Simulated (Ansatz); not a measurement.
Ideal-gas functions of `[NH2][Ge]([NH2])([F])[F]` at 400 K and 1 bar, from an Ansatz frequency run at PBE0-D4/def2-TZVP.

Molar mass 142.65 g/mol, point group C2 (symmetry number 2), electronic degeneracy 1, moments of inertia 142.685, 148.359, 161.878 u Å². Harmonic wavenumbers (cm⁻¹, unscaled): 167, 182, 184, 243, 252, 265, 323, 504, 510, 699, 716, 749, 777, 895, 909, 1571, 1575, 3584, 3585, 3684, 3685.

Use S(trans) = R[1.5 ln M + 2.5 ln T − 1.1517]; rotational temperatures θ = 24.2544 K / I; S(rot) = R[ln(√π/σ · √(T³/θAθBθC)) + 1.5]; for each mode x = 1.438777 ν̃/T, S = R[x/(eˣ − 1) − ln(1 − e⁻ˣ)] and H = RT x/(eˣ − 1); 1 cm⁻¹ = 0.0119627 kJ/mol; R = 8.31446 J/(mol·K).

**Question.** By hand: the entropy, in J/(mol·K).

**Answer.** Translation 176.8. Rotation: θ = 0.17, 0.1635, 0.1498 K, giving 109.0. Vibration, mode by mode: 12.68, 11.98, 11.90, 9.69, 9.41, 9.02, 7.52, 4.42, 4.35, 2.54, 2.42, 2.21, 2.04, 1.45, 1.40, 0.19, 0.19, 0.00, 0.00, 0.00, 0.00, in all 93.4. Electronic 0.0. Sum 379.2 J/(mol·K).

**Question.** By hand: H − E and G − E in kJ/mol, counted from the electronic energy.

**Answer.** Zero-point energy ½ × 25059 × 0.0119627 = 149.9; thermal vibration 21.0; translation, rotation and pV give 4 RT = 13.3. H − E = 184.2 kJ/mol, and G − E = 184.2 − 400 × 379.2/1000 = 32.5 kJ/mol.

Vibration gives 25 % of the entropy. The sum counts one conformer and one mirror image; others add a mixing term.
